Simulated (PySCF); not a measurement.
Bonds broken one at a time in the series allyl-X. All species are isolated molecules in the gas phase. One relaxed conformer stands for each flexible species; it need not be the lowest. Strings in code marks are SMILES.

The numbers are results of PBE-D3(BJ)/def2-TZVP // PBE0-D4/def2-TZVP in PySCF, not measurements. 

```tsv
species	highest occupied spin orbital (eV)
whole molecule (`C=CC[SiH3]` (C–C–C–Si torsion 106°))	–
radical fragment (`[CH2][SiH3]`)	-5.66
radical fragment (`C(#C)[CH2]`)	-5.10
radical fragment (`[CH2][SeH]`)	-4.05
```
